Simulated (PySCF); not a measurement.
Electronic structure of Rh2+

The free ion Rh2+ in its d7 configuration.

Method (PySCF 2.14, density fitting): CASSCF(7,5) with orbitals averaged over all microstates of the shell, strongly contracted NEVPT2 on the averaged canonical orbitals; basis x2c-TZVPall; spin-free X2C; gas phase; spin-orbit coupling by state interaction with the mean-field operator over all roots.

## Spin-free states

```csv
2S+1,deg.,free-ion term,CASSCF / cm⁻¹,NEVPT2 / cm⁻¹
4,7,4F 1.00,0,0
4,3,4P 1.00,13588,11481
2,9,2G 1.00,14458,13164
2,3,2P 1.00,18988,16030
2,11,2H 1.00,18988,17398
2,5,2D 1.00,20790,18388
2,7,2F 1.00,32575,28554
2,5,2D 1.00,51561,45741
```

Energies are counted from the ground state at NEVPT2 level. Weights follow the labels.

Spin-orbit levels:

```tsv
E / cm⁻¹	deg.	J	make-up
0.0	10	9/2	0.98 4F
2085.9	8	7/2	0.99 4F
3431.8	6	5/2	0.99 4F
4289.3	4	3/2	0.98 4F
12724.5	4	3/2	0.76 4P + 0.23 2P
12816.8	6	5/2	0.98 4P
14180.7	10	9/2	0.88 2G + 0.10 2H
14194.4	2	1/2	0.90 4P + 0.10 2P
16245.4	8	7/2	0.99 2G
17694.6	4	3/2	0.55 2P + 0.22 2D + 0.22 4P
```

Only the lowest levels are listed: 62 of 120 states.

## Magnetism

The lowest spin-orbit level is 10-fold with J = 9/2; the next lies at 2085.9 cm⁻¹. μeff is 6.63 μB at 300 K and 6.62 μB at 10 K; the free-ion value g_J√(J(J+1)) for the Hund's-rule level J = 9/2 is 6.63 μB.

| T / K | χT / cm³ K mol⁻¹ | μeff / μB |
| --- | --- | --- |
| 2 | 5.473 | 6.62 |
| 5 | 5.473 | 6.62 |
| 10 | 5.474 | 6.62 |
| 20 | 5.475 | 6.62 |
| 30 | 5.476 | 6.62 |
| 50 | 5.477 | 6.62 |
| 75 | 5.479 | 6.62 |
| 100 | 5.481 | 6.62 |
| 150 | 5.486 | 6.62 |
| 200 | 5.490 | 6.63 |
| 250 | 5.494 | 6.63 |
| 300 | 5.498 | 6.63 |

Powder magnetisation at 2 K: 2.27 μB at 0.5 T, 3.78 μB at 1 T, 5.06 μB at 2 T, 5.51 μB at 3 T, 5.82 μB at 5 T, 5.92 μB at 7 T.

Measured levels beside the computed ones:

```
     level  computed / cm⁻¹  measured / cm⁻¹
4F J = 9/2                0                0
4F J = 7/2             2086             2148
4F J = 5/2             3432             3486
4F J = 3/2             4289             4322
4P J = 3/2            12724            10997
4P J = 5/2            12817            11062
```

Source of the measured levels: measured levels as listed in Shadmi, J. Res. Natl. Bur. Stand. 70A, 435 (1966).

The job took 4.6 s on one thread of Arm Neoverse V1 (shared host), with 63 basis functions, launched as `OMP_NUM_THREADS=1 python lf_run.py task.json out`.
